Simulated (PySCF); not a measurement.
ECD: SMILES CO[C@H]1C[C@@H]1Br, C₄H₇BrO

Molfile (atoms numbered from 1):
```
C4H7BrO
     RDKit          3D

 13 13  0  0  0  0  0  0  0  0999 V2000
    1.9667   -0.4631   -0.0145 C   0  0  0  0  0  0  0  0  0  0  0  0
    0.7130   -0.8331    0.5198 O   0  0  0  0  0  0  0  0  0  0  0  0
   -0.3573   -0.3717   -0.2286 C   0  0  1  0  0  0  0  0  0  0  0  0
   -1.6774   -0.2290    0.4617 C   0  0  0  0  0  0  0  0  0  0  0  0
   -0.9097    0.9952    0.0666 C   0  0  2  0  0  0  0  0  0  0  0  0
   -1.5507    2.0789   -1.3857 Br  0  0  0  0  0  0  0  0  0  0  0  0
    2.0936   -0.8598   -1.0282 H   0  0  0  0  0  0  0  0  0  0  0  0
    2.7181   -0.8937    0.6429 H   0  0  0  0  0  0  0  0  0  0  0  0
    2.0843    0.6257   -0.0417 H   0  0  0  0  0  0  0  0  0  0  0  0
   -0.3513   -0.6945   -1.2695 H   0  0  0  0  0  0  0  0  0  0  0  0
   -1.7160   -0.4659    1.5140 H   0  0  0  0  0  0  0  0  0  0  0  0
   -2.5689   -0.4873   -0.0894 H   0  0  0  0  0  0  0  0  0  0  0  0
   -0.4489    1.5989    0.8348 H   0  0  0  0  0  0  0  0  0  0  0  0
  1  2  1  0
  2  3  1  0
  3  4  1  0
  4  5  1  0
  5  6  1  0
  5  3  1  0
  1  7  1  0
  1  8  1  0
  1  9  1  0
  3 10  1  6
  4 11  1  0
  4 12  1  0
  5 13  1  1
M  END
```

Method: TDDFT wB97X-D/aug-cc-pVDZ circular dichroism and optical rotation, one conformer, gas phase (PySCF). Geometry: GFN2-xTB.

The molecule is flexible and this is one conformer; a measurement averages over conformers. The calculation is non-relativistic, which matters for the atoms heavier than Zn.

**Question.** What are the CIP labels of the stereocentres?

**Answer.** C3 S, C5 S.

**Question.** List the lowest 16 singlet excitations with oscillator and rotatory strengths.

**Answer.** Rotatory strengths R in 10⁻⁴⁰ esu² cm², velocity form and length form (origin at the centre of mass); f in length form.
```csv
state,E (eV),λ (nm),f,R (velocity),R (length),main
1,5.78,214,0.004,+3.4,+3.5,HOMO→LUMO+3 0.71
2,6.28,198,0.004,+3.5,+3.6,HOMO−1→LUMO+3 0.78
3,6.80,182,0.025,+22.6,+22.6,"HOMO→LUMO 0.64, HOMO→LUMO+4 0.10"
4,7.01,177,0.014,-2.0,-2.1,HOMO→LUMO+1 0.62
5,7.23,171,0.042,-4.8,-4.9,"HOMO→LUMO+2 0.36, HOMO−2→LUMO 0.16"
6,7.35,169,0.008,+16.9,+16.2,"HOMO→LUMO+2 0.35, HOMO→LUMO+4 0.28"
7,7.42,167,0.018,-1.3,-1.6,"HOMO−2→LUMO+3 0.45, HOMO→LUMO+3 0.09"
8,7.45,166,0.055,+1.9,+2.3,"HOMO−1→LUMO 0.32, HOMO−1→LUMO+4 0.27"
9,7.76,160,0.022,-4.6,-4.8,"HOMO−1→LUMO+1 0.40, HOMO−1→LUMO+2 0.15"
10,7.95,156,0.0002,-3.3,-3.0,"HOMO→LUMO+6 0.35, HOMO→LUMO+5 0.19"
11,7.98,155,0.057,-35.8,-36.4,"HOMO−3→LUMO+3 0.24, HOMO−1→LUMO+1 0.18"
12,8.01,155,0.006,-6.6,-6.2,"HOMO→LUMO+5 0.25, HOMO→LUMO+9 0.15"
13,8.10,153,0.018,+3.7,+3.8,"HOMO−1→LUMO+2 0.47, HOMO−1→LUMO+1 0.13"
14,8.13,152,0.028,-3.5,-3.4,"HOMO→LUMO+7 0.30, HOMO−2→LUMO+1 0.21"
15,8.21,151,0.013,-20.4,-20.6,"HOMO−2→LUMO 0.13, HOMO→LUMO+5 0.10"
16,8.27,150,0.007,-2.5,-2.3,"HOMO→LUMO+8 0.14, HOMO→LUMO+6 0.13"
```

Among the states computed, the strongest CD band (largest |R|) is state 11. The largest dissymmetry factor in size, g = 4R/(D+G), with D and G the electric and magnetic dipole strengths, is -0.23 for state 10 (velocity form, f = 0.0002), among bands with |R| over 0.5. The mirror image has the same energies and oscillator strengths and all R with the opposite sign.
